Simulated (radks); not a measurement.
Ionisation of the rhodium ion Rh3+, [Kr] 4d6, to [Kr] 4d5 as the strength of local exchange is varied. Method: scalar-relativistic Kohn-Sham, Slater X-alpha exchange (alpha = 2/3 is LDA exchange), no correlation, spin-polarised, spherical densities, finite nucleus; open shells are filled with parallel spins first (spin-orbit coupling, left out, can overturn this in heavy ions); Fermi nuclear charge, rms radius 4.4945 fm; computed with a radial shooting solver on a logarithmic mesh with Libxc functionals.

alpha  E(Rh3+) (hartree)  exchange (hartree)  IE (eV)  -e of the level emptied (eV)  <r> of it (bohr)
0.636        -4767.32675          -122.62304   42.375                   35.471 (4d)             1.393
0.664        -4772.73812          -128.16000   42.879                   35.956 (4d)             1.386
0.667        -4773.31826          -128.75394   42.933                   36.008 (4d)             1.385
0.732        -4785.90439          -141.65534   44.123                   37.153 (4d)             1.368
0.749        -4789.20135          -145.03988   44.439                   37.458 (4d)             1.364
0.772        -4793.66537          -149.62579   44.869                   37.872 (4d)             1.358
0.792        -4797.55033          -153.61990   45.245                   38.235 (4d)             1.353

NIST Atomic Spectra Database: 42 +/- 1.7 eV (theoretical). The central value is not met in this range of alpha. Open shells are spherical and high-spin; term and fine-structure splittings are not resolved.
